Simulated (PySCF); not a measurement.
## Computed properties of CH₄SSe, SMILES CS[SeH]

CH4SSe, SMILES CS[SeH]. The structure is a stationary point at B3LYP-D3(BJ)/def2-SVP. The values are those of a single conformer. All values are computed for the isolated molecule unless a solvent is named; none is compared with measurement here.

**Structure.** All 15 harmonic modes at B3LYP-D3(BJ)/def2-SVP (PySCF) are real, so it is a minimum. With heavy atoms numbered as in [SeH:1][S:3][CH3:4], the shortest bond between them is S3–C4 at 1.828 Å and the longest Se1–S3 at 2.227 Å.

**Vibrations.** The strongest infrared lines (harmonic, unscaled, degenerate partners summed) lie at 2345 cm⁻¹ (34 km/mol, H 99 %), 3035 cm⁻¹ (16 km/mol, H 98 %), 1454 cm⁻¹ (10 km/mol, H 95 %). The softest mode is at 166 cm⁻¹ and the zero-point energy is 29.0 kcal/mol.

**Electronic structure.** PBE0/def2-TZVPD (PySCF) places the frontier levels at -6.98 and -1.38 eV, a gap of 5.60 eV, and gives a dipole moment of 1.64 D and a mean polarisability of 66.3 bohr³.

**Excitations.** TDA-CAM-B3LYP/def2-SVPD (PySCF) has S1 at 4.13 eV (300 nm, f = 0.006, weak); the most intense of the 10 singlets computed lies at 7.31 eV (f = 0.17). T1 (TDA) is at 3.43 eV, 0.70 eV under S1. No vertical singlet excitation falls in the visible range (under 3.1 eV).

**NMR.** GIAO shifts at PBE0/pcSseg-1 (PySCF) (non-relativistic, atoms alike by connectivity averaged): ¹³C at 32.4 ppm against TMS; ¹H from 2.5 to 4.3 ppm against TMS.
